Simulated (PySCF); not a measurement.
Isomers of C7H7FO, one GFN2-xTB conformer each. Single-point energies are computed at PBE0/pcSseg-1 (PySCF, gas phase, no added dispersion term), electronic only.

```csv
SMILES,GFN2-xTB relative energy (kcal/mol)
OCc1ccccc1F,1.1
C=C(C)c1ccc(F)o1,8.8
COc1ccccc1F,0.0
```

Conformers: `[OH:1][CH2:2][c:3]1[cH:4][cH:5][cH:6][cH:7][c:8]1[F:9]` with H–O1–C2–C3 61°, O1–C2–C3–C4 21°; `[CH2:1]=[C:2]([CH3:3])[c:4]1[cH:5][cH:6][c:7]([F:8])[o:9]1` with C1–C2–C4–C5 180°; `[CH3:1][O:2][c:3]1[cH:4][cH:5][cH:6][cH:7][c:8]1[F:9]` with C1–O2–C3–C4 1°.

Problem. What does PBE0/pcSseg-1 give for the same structures?

Solution. 
| SMILES | PBE0/pcSseg-1 E (Eh) | PBE0/pcSseg-1 (kcal/mol) | GFN2-xTB (kcal/mol) | point group |
| --- | --- | --- | --- | --- |
| OCc1ccccc1F | -445.47069 | 0.0 | 1.1 | C1 |
| COc1ccccc1F | -445.45755 | 8.2 | 0.0 | Cs |
| C=C(C)c1ccc(F)o1 | -445.43453 | 22.7 | 8.8 | Cs |

GFN2-xTB puts COc1ccccc1F lowest instead; measured from each level's own lowest isomer, the values differ by up to 13.9 kcal/mol (C=C(C)c1ccc(F)o1: 8.8 against 22.7). As drawn, the lowest has an O–H bond, which the highest lacks; the highest has a C=C bond outside aromatic rings, which the lowest lacks.

Problem. Which frontier levels, dipoles and rotational constants go with these structures?

Solution. 
```csv
SMILES,"HOMO (eV, PBE0/pcSseg-1)",LUMO (eV),dipole (D),"A, B, C (MHz)"
OCc1ccccc1F,-7.23,-0.51,1.73,"2473, 1488, 944.4"
COc1ccccc1F,-6.58,-0.22,2.62,"2541, 1562, 973.6"
C=C(C)c1ccc(F)o1,-6.15,-0.82,1.97,"3944, 1092, 859.9"
```
